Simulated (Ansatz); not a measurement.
Born–Oppenheimer molecular dynamics of CH4F2Ge (8 atoms, charge 0, multiplicity 1). It starts from a relaxed structure.

Theory: RKS PBE/def2-SVP in Ansatz.

```
ensemble                      : NVE (velocity Verlet)
time step                     : 0.5 fs
steps asked                   : 150
starting velocities drawn for : 400 K
masses                        : H 2.014 u
seed                          : 94684
```

Frames 2.5 fs apart, positions in Å.

Velocities at 25.0 fs (Å/ps):

```
Ge -0.88 -1.03 2.09
C 2.63 -0.35 -4.06
H -3.28 -11.51 -20.10
H 4.99 2.84 -0.32
H -11.25 7.03 0.06
F 3.78 0.60 -2.43
F -0.34 3.03 -1.88
H -6.73 6.69 9.80
```

```xyz
8
Properties=species:S:1:pos:R:3 time_fs=25.0 energy_less_start_eV=0.141 T=218
Ge -0.037 -0.074 0.050
C -0.034 -0.016 2.079
H -1.019 -0.385 2.504
H 0.759 -0.690 2.414
H 0.206 1.057 2.355
F 1.587 0.125 -0.630
F -0.883 1.335 -0.584
H -0.531 -1.309 -0.690
8
Properties=species:S:1:pos:R:3 time_fs=27.5 energy_less_start_eV=0.123 T=241
Ge -0.039 -0.076 0.056
C -0.029 -0.015 2.067
H -1.017 -0.406 2.449
H 0.777 -0.685 2.416
H 0.173 1.061 2.355
F 1.596 0.127 -0.635
F -0.884 1.342 -0.588
H -0.554 -1.299 -0.668
8
Properties=species:S:1:pos:R:3 time_fs=30.0 energy_less_start_eV=0.092 T=282
Ge -0.041 -0.078 0.061
C -0.025 -0.013 2.050
H -0.999 -0.414 2.388
H 0.798 -0.678 2.420
H 0.134 1.042 2.355
F 1.603 0.128 -0.639
F -0.884 1.348 -0.591
H -0.587 -1.304 -0.652
8
Properties=species:S:1:pos:R:3 time_fs=32.5 energy_less_start_eV=0.099 T=273
Ge -0.041 -0.079 0.067
C -0.020 -0.011 2.029
H -0.982 -0.418 2.330
H 0.811 -0.662 2.421
H 0.091 1.017 2.359
F 1.607 0.129 -0.641
F -0.884 1.352 -0.594
H -0.628 -1.320 -0.641
8
Properties=species:S:1:pos:R:3 time_fs=35.0 energy_less_start_eV=0.107 T=263
Ge -0.041 -0.079 0.072
C -0.011 -0.014 2.004
H -0.980 -0.428 2.284
H 0.812 -0.635 2.418
H 0.052 1.009 2.369
F 1.608 0.130 -0.641
F -0.882 1.354 -0.594
H -0.672 -1.337 -0.628
8
Properties=species:S:1:pos:R:3 time_fs=37.5 energy_less_start_eV=0.134 T=227
Ge -0.040 -0.078 0.076
C 0.000 -0.018 1.978
H -0.991 -0.445 2.250
H 0.809 -0.606 2.412
H 0.016 1.016 2.384
F 1.605 0.129 -0.638
F -0.880 1.353 -0.594
H -0.711 -1.345 -0.610
8
Properties=species:S:1:pos:R:3 time_fs=40.0 energy_less_start_eV=0.179 T=170
Ge -0.039 -0.077 0.078
C 0.006 -0.020 1.954
H -0.996 -0.465 2.224
H 0.816 -0.586 2.410
H -0.016 1.022 2.392
F 1.599 0.128 -0.634
F -0.877 1.351 -0.592
H -0.741 -1.340 -0.583
8
Properties=species:S:1:pos:R:3 time_fs=42.5 energy_less_start_eV=0.177 T=172
Ge -0.037 -0.076 0.078
C 0.006 -0.017 1.937
H -0.984 -0.485 2.202
H 0.834 -0.577 2.411
H -0.041 1.013 2.386
F 1.590 0.126 -0.629
F -0.873 1.346 -0.588
H -0.760 -1.321 -0.550
8
Properties=species:S:1:pos:R:3 time_fs=45.0 energy_less_start_eV=0.168 T=183
Ge -0.035 -0.074 0.077
C 0.001 -0.013 1.929
H -0.957 -0.505 2.186
H 0.851 -0.571 2.410
H -0.061 0.993 2.367
F 1.579 0.123 -0.623
F -0.868 1.340 -0.583
H -0.770 -1.294 -0.514
8
Properties=species:S:1:pos:R:3 time_fs=47.5 energy_less_start_eV=0.177 T=172
Ge -0.033 -0.072 0.073
C -0.004 -0.010 1.931
H -0.930 -0.531 2.180
H 0.855 -0.560 2.398
H -0.076 0.983 2.345
F 1.567 0.120 -0.616
F -0.863 1.333 -0.578
H -0.776 -1.271 -0.483
8
Properties=species:S:1:pos:R:3 time_fs=50.0 energy_less_start_eV=0.162 T=191
Ge -0.030 -0.069 0.069
C -0.006 -0.011 1.940
H -0.915 -0.567 2.188
H 0.851 -0.542 2.379
H -0.088 0.999 2.330
F 1.554 0.116 -0.609
F -0.859 1.326 -0.572
H -0.783 -1.262 -0.463
8
Properties=species:S:1:pos:R:3 time_fs=52.5 energy_less_start_eV=0.158 T=196
Ge -0.028 -0.066 0.064
C -0.008 -0.014 1.952
H -0.911 -0.608 2.209
H 0.853 -0.525 2.361
H -0.098 1.032 2.322
F 1.544 0.111 -0.603
F -0.854 1.320 -0.566
H -0.793 -1.271 -0.458
```

Of the whole run (75 fs, mean temperature of the second half 211 K): The conserved energy stayed within 0.057 meV per atom of its start (net change 0.041 meV per atom), so the integration is sound. The temperature averaged 0.53 of the 400 K drawn at the start: a run that starts near a minimum puts about half its kinetic energy into the potential. A run of 0.075 ps of so small a system gives no equilibrium averages.

The run took 5.4 min on 1 thread of Arm Neoverse V2, with other jobs on the host, peak memory 0.12 GiB.
